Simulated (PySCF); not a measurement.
Potential energy of BeAl along the bond

Set-up: Be def2-SVP, Al def2-SVP; no relativity (PySCF 2.14). Energies in eV from Be + Al in their ground configurations at the same level. State: ²Π (doublet), unpaired electrons π ↑.

All columns are LDA. A positive dipole means Be(−)Al(+).

```json
{"R (Å)": "2.076", "E (eV)": "-0.814", "μ (D)": "-0.46", "Mulliken charge on Be (basis-dependent)": "0.01", "HOMO (eV)": "-4.01", "LUMO (eV)": "-3.96", "Mayer bond order": "1.60", "⟨S²⟩": "0.76"}
{"R (Å)": "2.173", "E (eV)": "-1.013", "μ (D)": "-0.40", "Mulliken charge on Be (basis-dependent)": "0.01", "HOMO (eV)": "-3.89", "LUMO (eV)": "-3.83", "Mayer bond order": "1.55", "⟨S²⟩": "0.75"}
{"R (Å)": "2.269", "E (eV)": "-1.120", "μ (D)": "-0.34", "Mulliken charge on Be (basis-dependent)": "0.01", "HOMO (eV)": "-3.79", "LUMO (eV)": "-3.72", "Mayer bond order": "1.50", "⟨S²⟩": "0.75"}
{"R (Å)": "2.342", "E (eV)": "-1.156", "μ (D)": "-0.28", "Mulliken charge on Be (basis-dependent)": "0.01", "HOMO (eV)": "-3.72", "LUMO (eV)": "-3.65", "Mayer bond order": "1.45", "⟨S²⟩": "0.75"}
{"R (Å)": "2.414", "E (eV)": "-1.163", "μ (D)": "-0.23", "Mulliken charge on Be (basis-dependent)": "0.01", "HOMO (eV)": "-3.65", "LUMO (eV)": "-3.59", "Mayer bond order": "1.41", "⟨S²⟩": "0.75"}
{"R (Å)": "2.486", "E (eV)": "-1.149", "μ (D)": "-0.17", "Mulliken charge on Be (basis-dependent)": "0.00", "HOMO (eV)": "-3.60", "LUMO (eV)": "-3.53", "Mayer bond order": "1.36", "⟨S²⟩": "0.75"}
{"R (Å)": "2.583", "E (eV)": "-1.105", "μ (D)": "-0.10", "Mulliken charge on Be (basis-dependent)": "0.00", "HOMO (eV)": "-3.53", "LUMO (eV)": "-3.46", "Mayer bond order": "1.30", "⟨S²⟩": "0.75"}
{"R (Å)": "2.704", "E (eV)": "-1.025", "μ (D)": "-0.01", "Mulliken charge on Be (basis-dependent)": "-0.01", "HOMO (eV)": "-3.45", "LUMO (eV)": "-3.38", "Mayer bond order": "1.21", "⟨S²⟩": "0.75"}
{"R (Å)": "2.849", "E (eV)": "-0.910", "μ (D)": "0.08", "Mulliken charge on Be (basis-dependent)": "-0.01", "HOMO (eV)": "-3.38", "LUMO (eV)": "-3.35", "Mayer bond order": "1.10", "⟨S²⟩": "0.75"}
{"R (Å)": "3.042", "E (eV)": "-0.748", "μ (D)": "0.18", "Mulliken charge on Be (basis-dependent)": "-0.02", "HOMO (eV)": "-3.29", "LUMO (eV)": "-3.35", "Mayer bond order": "0.95", "⟨S²⟩": "0.75"}
```

A fit through these points gives, at Re = 2.399 Å, μ = -0.24 D and dμ/dR = 0.759 D/Å; the reduced mass is 6.756 u.

**Question.** How strong is the fundamental in the double-harmonic approximation, I = 42.26·(dμ/dR)²/μred km/mol?

**Answer.** I = 42.26·(0.759)²/6.756 = 3.60 km/mol at LDA.

The state is the lowest determinant that a PBE0 search found; another state may lie lower at other levels.

At some distances an empty level lies below a filled one, because the occupation is held.
